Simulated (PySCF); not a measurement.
## Peak assignment

Atoms are numbered as in `[OH:1][SiH:2]1[O:3][SiH2:4][O:5][SiH2:6][O:7]1`; H(Xn) means a hydrogen on atom n. Ha(Si4), Ha(Si6) are cis to O1 on the ring; Hb(Si4), Hb(Si6) are trans to O1 on the ring.

Computational details: PBE0/pcSseg-1 with gauge-including orbitals, structure optimised with GFN2-xTB, in PySCF 2.14 (non-relativistic Hamiltonian, one computed conformer, in vacuum, equivalent nuclei averaged).

Chemical shifts δ = σref − σ; 1H (σ = 31.72 ppm) against TMS, all at this level.

Problem. Assign these signals to the numbered atoms. 1H NMR (600 MHz, computed): δ 5.18 (m, 2H), 5.15 (m, 2H), 4.29 (s, 1H), 2.60 (br s, 1H).

Solution. 
5.18 → Hb(Si4)/Hb(Si6), hydrogen on a silicon bonded to 2 O, in a 6-membered ring
5.15 → Ha(Si4)/Ha(Si6), hydrogen on a silicon bonded to 2 O, in a 6-membered ring
4.29 → H(Si2), hydrogen on a silicon bonded to 3 O, in a 6-membered ring
2.60 → H(O1), hydrogen on an oxygen bonded to Si: exchangeable, gas-phase position

Hb(Si4)/Hb(Si6) and Ha(Si4)/Ha(Si6) lie closer than the usual error of such a calculation, so a measured spectrum could show them in the other order.

OH and NH positions are those of a molecule without intermolecular hydrogen bonds; in solution they move with solvent, concentration and temperature, and exchange usually removes their couplings. No couplings were computed; multiplicities are counted from neighbouring protons, with m where these are inequivalent, close in shift, in a saturated or five-membered ring or joined by F or P, and br s for small geminal =CH2 splittings.
